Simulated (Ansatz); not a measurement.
Born–Oppenheimer molecular dynamics of F$_{4}$H$_{4}$NTa (10 atoms, charge 0, multiplicity 1). It starts at the highest image of a converged band, a first-order saddle point between two minima.

Method: Ansatz 0.2.0, RKS PBE0/def2-SVP.

* ensemble: NVE (velocity Verlet)
* time step: 0.5 fs
* steps asked: 98
* starting velocities drawn for: 300 K
* seed: 3846

Frames 1 fs apart, positions in Å, forces in eV/Å.

Velocities at 0 fs (Å/ps):

```
Ta -1.17 -0.01 0.41
N 9.00 2.12 -2.69
H 16.64 16.30 28.36
H -26.33 -2.19 -6.06
F -3.84 -1.31 -1.93
F 2.50 -0.56 -4.12
F 4.35 1.19 0.38
F 1.31 -0.97 3.39
H 16.39 7.98 -7.76
H -3.50 -18.56 -8.29
```

```xyz
10
Properties=species:S:1:pos:R:3:forces:R:3 time_fs=0 energy_less_start_eV=0.000 T=300
Ta 0.087 -0.133 0.118 0.00 0.00 0.00
N 2.195 0.015 0.217 -0.01 0.00 0.00
H 2.697 0.264 1.066 0.00 0.00 0.00
H 2.791 0.027 -0.607 0.01 0.00 0.00
F 0.321 0.106 1.968 0.00 0.00 0.00
F 0.531 -0.410 -1.688 0.00 0.00 0.00
F -0.822 1.484 -0.162 0.00 0.00 0.00
F -1.449 -1.204 0.179 0.00 0.00 0.00
H 0.926 -1.893 0.415 0.00 0.00 0.00
H 1.752 -1.236 0.370 0.00 0.00 0.00
10
Properties=species:S:1:pos:R:3:forces:R:3 time_fs=1 energy_less_start_eV=0.034 T=268
Ta 0.086 -0.133 0.118 0.38 0.11 -0.17
N 2.204 0.017 0.215 -0.23 0.34 1.64
H 2.713 0.280 1.093 -0.54 -0.33 -1.18
H 2.765 0.025 -0.614 0.58 0.07 -0.54
F 0.317 0.105 1.966 0.00 -0.01 0.06
F 0.534 -0.411 -1.692 -0.04 0.01 0.14
F -0.817 1.485 -0.162 -0.01 0.00 -0.01
F -1.448 -1.205 0.182 -0.02 -0.05 0.00
H 0.942 -1.885 0.407 -0.06 -0.16 0.01
H 1.748 -1.254 0.361 -0.06 0.03 0.04
10
Properties=species:S:1:pos:R:3:forces:R:3 time_fs=2 energy_less_start_eV=0.089 T=216
Ta 0.084 -0.133 0.118 0.73 0.22 -0.34
N 2.212 0.019 0.213 -0.49 0.55 2.44
H 2.724 0.293 1.109 -0.76 -0.51 -1.80
H 2.745 0.023 -0.626 0.89 0.12 -0.79
F 0.313 0.103 1.964 0.01 -0.03 0.11
F 0.536 -0.411 -1.696 -0.09 0.02 0.28
F -0.813 1.487 -0.161 -0.01 -0.01 -0.01
F -1.447 -1.206 0.185 -0.04 -0.10 0.00
H 0.958 -1.879 0.400 -0.13 -0.33 0.02
H 1.744 -1.272 0.354 -0.09 0.06 0.08
10
Properties=species:S:1:pos:R:3:forces:R:3 time_fs=3 energy_less_start_eV=0.103 T=202
Ta 0.083 -0.133 0.119 1.06 0.32 -0.50
N 2.221 0.022 0.214 -0.69 0.59 2.10
H 2.728 0.301 1.108 -0.67 -0.51 -1.81
H 2.733 0.023 -0.645 0.80 0.16 -0.49
F 0.309 0.102 1.962 0.01 -0.04 0.17
F 0.539 -0.412 -1.700 -0.13 0.03 0.41
F -0.809 1.488 -0.161 -0.01 -0.02 -0.02
F -1.445 -1.207 0.189 -0.06 -0.14 0.01
H 0.973 -1.875 0.392 -0.21 -0.47 0.02
H 1.739 -1.290 0.347 -0.10 0.08 0.12
10
Properties=species:S:1:pos:R:3:forces:R:3 time_fs=4 energy_less_start_eV=0.085 T=218
Ta 0.082 -0.133 0.119 1.37 0.40 -0.66
N 2.229 0.025 0.215 -0.94 0.44 0.77
H 2.726 0.304 1.090 -0.26 -0.32 -1.21
H 2.729 0.024 -0.668 0.47 0.19 0.19
F 0.305 0.101 1.960 0.01 -0.05 0.23
F 0.541 -0.412 -1.704 -0.17 0.04 0.52
F -0.804 1.489 -0.161 -0.02 -0.03 -0.02
F -1.444 -1.209 0.192 -0.08 -0.18 0.01
H 0.985 -1.877 0.385 -0.29 -0.58 0.02
H 1.733 -1.307 0.341 -0.08 0.09 0.14
10
Properties=species:S:1:pos:R:3:forces:R:3 time_fs=5 energy_less_start_eV=0.091 T=212
Ta 0.081 -0.133 0.119 1.64 0.46 -0.81
N 2.236 0.028 0.217 -1.46 0.10 -1.10
H 2.721 0.304 1.061 0.43 0.05 -0.05
H 2.729 0.027 -0.690 0.12 0.20 0.88
F 0.302 0.099 1.959 0.01 -0.06 0.28
F 0.543 -0.413 -1.708 -0.22 0.05 0.63
F -0.800 1.490 -0.160 -0.02 -0.05 -0.02
F -1.443 -1.210 0.196 -0.10 -0.21 0.01
H 0.995 -1.884 0.378 -0.35 -0.63 0.02
H 1.727 -1.323 0.336 -0.06 0.08 0.16
10
Properties=species:S:1:pos:R:3:forces:R:3 time_fs=6 energy_less_start_eV=0.136 T=170
Ta 0.080 -0.133 0.120 1.88 0.49 -0.95
N 2.243 0.032 0.219 -2.18 -0.29 -2.78
H 2.720 0.305 1.031 1.18 0.47 1.24
H 2.730 0.032 -0.703 -0.09 0.19 1.27
F 0.298 0.098 1.957 0.01 -0.06 0.32
F 0.546 -0.413 -1.711 -0.26 0.06 0.73
F -0.796 1.491 -0.160 -0.02 -0.06 -0.02
F -1.442 -1.211 0.199 -0.11 -0.23 0.01
H 1.001 -1.897 0.371 -0.36 -0.60 0.02
H 1.719 -1.338 0.333 -0.06 0.04 0.17
10
Properties=species:S:1:pos:R:3:forces:R:3 time_fs=7 energy_less_start_eV=0.155 T=153
Ta 0.080 -0.133 0.120 2.09 0.49 -1.07
N 2.248 0.035 0.218 -2.64 -0.46 -3.29
H 2.731 0.310 1.013 1.48 0.65 1.80
H 2.731 0.039 -0.705 -0.10 0.16 1.21
F 0.294 0.096 1.956 0.01 -0.07 0.37
F 0.548 -0.414 -1.713 -0.29 0.07 0.82
F -0.791 1.492 -0.160 -0.02 -0.06 -0.03
F -1.441 -1.212 0.203 -0.12 -0.24 0.00
H 1.004 -1.915 0.364 -0.33 -0.49 0.02
H 1.711 -1.353 0.332 -0.08 -0.03 0.16
10
Properties=species:S:1:pos:R:3:forces:R:3 time_fs=8 energy_less_start_eV=0.105 T=199
Ta 0.079 -0.133 0.120 2.26 0.48 -1.17
N 2.251 0.038 0.215 -2.53 -0.21 -2.15
H 2.755 0.321 1.012 1.02 0.41 1.17
H 2.730 0.047 -0.695 0.09 0.12 0.71
F 0.290 0.095 1.955 0.02 -0.07 0.41
F 0.549 -0.414 -1.716 -0.33 0.07 0.90
F -0.787 1.494 -0.159 -0.02 -0.07 -0.03
F -1.440 -1.214 0.206 -0.13 -0.25 0.00
H 1.004 -1.939 0.358 -0.24 -0.33 0.02
H 1.703 -1.368 0.332 -0.14 -0.14 0.14
10
Properties=species:S:1:pos:R:3:forces:R:3 time_fs=9 energy_less_start_eV=0.063 T=239
Ta 0.078 -0.133 0.120 2.41 0.46 -1.25
N 2.252 0.041 0.211 -2.09 0.27 -0.13
H 2.789 0.336 1.021 0.11 -0.07 -0.04
H 2.731 0.057 -0.678 0.42 0.08 -0.08
F 0.286 0.093 1.954 0.02 -0.08 0.44
F 0.551 -0.415 -1.718 -0.36 0.07 0.96
F -0.783 1.494 -0.159 -0.02 -0.07 -0.03
F -1.439 -1.216 0.209 -0.14 -0.25 -0.01
H 1.002 -1.965 0.352 -0.13 -0.14 0.03
H 1.692 -1.385 0.333 -0.21 -0.27 0.12
10
Properties=species:S:1:pos:R:3:forces:R:3 time_fs=10 energy_less_start_eV=0.080 T=224
Ta 0.078 -0.133 0.120 2.55 0.45 -1.32
N 2.252 0.044 0.207 -1.68 0.69 1.61
H 2.824 0.350 1.029 -0.72 -0.48 -1.03
H 2.736 0.067 -0.663 0.72 0.04 -0.81
F 0.283 0.092 1.953 0.02 -0.08 0.47
F 0.553 -0.415 -1.719 -0.40 0.07 1.00
F -0.778 1.496 -0.159 -0.03 -0.08 -0.03
F -1.438 -1.218 0.213 -0.15 -0.25 -0.02
H 0.998 -1.993 0.346 -0.02 0.04 0.04
H 1.680 -1.404 0.336 -0.28 -0.41 0.09
10
Properties=species:S:1:pos:R:3:forces:R:3 time_fs=11 energy_less_start_eV=0.103 T=202
Ta 0.078 -0.132 0.120 2.69 0.48 -1.37
N 2.251 0.048 0.204 -1.31 0.95 2.32
H 2.852 0.360 1.029 -1.23 -0.69 -1.46
H 2.747 0.077 -0.654 0.73 -0.01 -1.05
F 0.279 0.090 1.953 0.02 -0.09 0.49
F 0.554 -0.415 -1.720 -0.43 0.06 1.03
F -0.774 1.496 -0.158 -0.03 -0.08 -0.03
F -1.437 -1.220 0.216 -0.15 -0.25 -0.03
H 0.994 -2.020 0.341 0.06 0.18 0.06
H 1.666 -1.427 0.339 -0.34 -0.53 0.05
```

Of the whole run (49 fs, mean temperature of the second half 721 K): The conserved energy stayed within 0.25 meV per atom of its start (net change 0.067 meV per atom), so the integration is sound. The kinetic energy rose, since the run started high on the potential surface and went downhill. It ends in pieces (F4H2NTa + H2), so much of that is their flight and rotation, not heat. A run of 0.049 ps of so small a system gives no equilibrium averages. The orbitals stay closed-shell, which can raise the energy where a bond breaks towards radicals; this wasn't checked here.

The run took 13 min on 4 threads of AMD EPYC 7571, with other jobs on the host, peak memory 0.35 GiB.
